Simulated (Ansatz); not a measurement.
Coupled-cluster diagnostics for NbO3⁻, Ansatz.

Geometry of the singlet (r2SCAN-D4/def2-TZVPD):

Cartesian coordinates in Å:
```
Nb -0.076 1.131 -0.439
O 0.268 -0.634 -0.608
O 0.356 -1.879 -0.143
O -0.548 1.382 1.190
```

In the def2 sets Nb takes a core potential; there is no spin–orbit coupling. Correlated methods freeze 3 core orbitals; core or outer-core shells of Nb are correlated, in sets that lack core-valence functions. The structure holds one bond between oxygen atoms, so isomers without such links may lie far lower. No other spin state of charge -1 was run. Another isomer (triplet) lies 1.77 eV lower at PBE0-D4/def2-TZVPD; other spin states weren't run for this one.

Q: Estimate the CCSD(T) correlation energy, the shares of MP2 and (T), T1 and the reference's ⟨S²⟩ for: charge -1, singlet, own geometry in def2-TZVPPD; and the rough time on 4 threads of Arm Neoverse V1 on a shared host.

A: 
```
                           state        basis  correlation (eV)  MP2 share (%)  (T) share (%)     T1  ⟨S²⟩ (pure)  wall time                  remarks
charge -1, singlet, own geometry  def2-TZVPPD           -34.153           97.8            6.5  0.045  0.00 (0.00)       59 s  restricted SCF unstable
```
Customary marks for T1 are 0.02 (closed shells), 0.045 (open shells) and about 0.05 (3d metals). T1 exceeds 0.02 in 1 of 1 rows and 0.045 in 0; the higher it lies, the less the single-reference result can be trusted.
